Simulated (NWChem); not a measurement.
System: C2H5ClSe; SMILES CC[Se]Cl

Output (shortened):

```
             Northwest Computational Chemistry Package (NWChem) 7.3.0
             --------------------------------------------------------

                             Geometry "geometry" -> ""
                             -------------------------

 Output coordinates in angstroms (scale by  1.889725989 to convert to a.u.)

  No.       Tag          Charge          X              Y              Z
 ---- ---------------- ---------- -------------- -------------- --------------
    1 Se                  34.0000    -0.81482100     0.14128600    -0.04314300
    2 Cl                  17.0000     0.91184900     1.49081000     0.04424800
    3 C                    6.0000     0.09277500    -1.47065700     0.56603200
    4 C                    6.0000     1.16944700    -1.98096200    -0.36659500
    5 H                    1.0000    -0.74336000    -2.18482500     0.66944900
    6 H                    1.0000     0.47437900    -1.26616200     1.57722800
    7 H                    1.0000     1.95503000    -1.22289600    -0.50185700
    8 H                    1.0000     0.76002100    -2.22880400    -1.35683300
    9 H                    1.0000     1.63972000    -2.88545100     0.05184400

 Effective nuclear repulsion energy (a.u.)     344.2696385690

  pbe96 is a nonlocal functional; adding pw91lda local functional.
                              NWChem Property Module
                              ----------------------

                                 NWChem DFT Module
                                 -----------------

 Summary of "ao basis" -> "ao basis" (spherical)
 ------------------------------------------------------------------------------
       Tag                 Description            Shells   Functions and Types
 ---------------- ------------------------------  ------  ---------------------
 Se                        def2-svpd                15       41   6s5p4d
 Cl                        def2-svpd                11       27   5s4p2d
 C                         def2-svpd                 8       20   4s2p2d
 H                         def2-svpd                 4        8   2s2p

            General Information
            -------------------
          SCF calculation type: DFT
          Wavefunction type:  closed shell.
          No. of atoms     :     9
          No. of electrons :    68
           Alpha electrons :    34
            Beta electrons :    34
          Charge           :     0
          Spin multiplicity:     1
          Use of symmetry is: off; symmetry adaption is: off
          Maximum number of iterations: 150
          AO basis - number of functions:   148
                     number of shells:    62
          Convergence on energy requested:  1.00D-06
          Convergence on density requested:  1.00D-05
          Convergence on gradient requested:  5.00D-04

              XC Information
              --------------
          PerdewBurkeErnzerhof Exchange Functional  1.000
            Perdew 1991 LDA Correlation Functional  1.000 local
           PerdewBurkeErnz. Correlation Functional  1.000 non-local

             Grid Information
             ----------------
          Grid used for XC integration:  medium
          Radial quadrature: Mura-Knowles
          Angular quadrature: Lebedev.
          Tag              B.-S. Rad. Rad. Pts. Rad. Cut. Ang. Pts.
          ---              ---------- --------- --------- ---------
          Se                  1.15      112          11.0       590
          Cl                  1.00       88          12.0       590
          C                   0.70       49          12.0       434
          H                   0.35       45          13.0       434
          Grid pruning is: on
          Number of quadrature shells:   523
          Spatial weights used:  Erf1

      Superposition of Atomic Density Guess
      -------------------------------------

 Sum of atomic energies:       -2936.58996124

      Non-variational initial energy
      ------------------------------

 Total energy =   -2938.301789
 1-e energy   =   -4767.171587
 2-e energy   =    1484.600159
 HOMO         =      -0.241629
 LUMO         =      -0.068958

   convergence    iter        energy       DeltaE   RMS-Dens  Diis-err
 ---------------- ----- ----------------- --------- --------- ---------
 d= 0,ls=0.0,diis     1  -2939.7868540123 -3.28D+03  9.82D-03  5.66D-01
 d= 0,ls=0.0,diis     2  -2939.7765559752  1.03D-02  7.03D-03  3.75D-01
 d= 0,ls=0.0,diis     3  -2939.8043684932 -2.78D-02  3.19D-03  2.10D-01
 d= 0,ls=0.0,diis     4  -2939.8361717244 -3.18D-02  7.51D-04  8.57D-03
 d= 0,ls=0.0,diis     5  -2939.8371651549 -9.93D-04  2.21D-04  7.99D-04
  Resetting Diis
 d= 0,ls=0.0,diis     6  -2939.8372875376 -1.22D-04  3.81D-05  2.99D-05
 d= 0,ls=0.0,diis     7  -2939.8372910352 -3.50D-06  2.15D-05  2.08D-06
 d= 0,ls=0.0,diis     8  -2939.8372905580  4.77D-07  1.38D-05  5.53D-06
 d= 0,ls=0.0,diis     9  -2939.8372913032 -7.45D-07  3.03D-06  1.60D-07

         Total DFT energy =    -2939.837291303181
      One electron energy =    -4768.968561785978
           Coulomb energy =     1612.247262946429
    Exchange-Corr. energy =     -127.385631032667
 Nuclear repulsion energy =      344.269638569034

 Numeric. integr. density =       67.999977657465

[...]

 DFT Linear Response polarizability / au
 Frequency  =       0.0000000 / au
              X              Y              Z
 -----------------------------------------------
 X      71.5918378      1.4769142     -0.4621941
 Y       1.4769184     82.7119988     -0.8423627
 Z      -0.4622235     -0.8423436     58.8380002
 -----------------------------------------------
 Eigenvalues =      71.4086761     82.9380707     58.7950900
 Isotropic   =      71.0472789
 Anisotropic =      20.9154609
 -----------------------------------------------

 Magnetic Dipole Response Matrix (nonzero elements):

 Exiting AOResponse driver routine
```

Level: PBE/def2-SVPD. The geometry was optimised at PBE0/def2-SVP.

Problem. Which NWChem input produces such a log?

Solution. Several could match; the one computed here: the input that was run:
```
start job
memory heap 200 mb stack 900 mb global 1100 mb
geometry units angstroms noautosym nocenter noautoz
  Se    -0.814821     0.141286    -0.043143
  Cl     0.911849     1.490810     0.044248
  C      0.092775    -1.470657     0.566032
  C      1.169447    -1.980962    -0.366595
  H     -0.743360    -2.184825     0.669449
  H      0.474379    -1.266162     1.577228
  H      1.955030    -1.222896    -0.501857
  H      0.760021    -2.228804    -1.356833
  H      1.639720    -2.885451     0.051844
end
basis spherical
  * library def2-svpd
end
dft
  xc xpbe96 cpbe96
  iterations 150
end
property
  response 1 0.0
end
task dft property
```
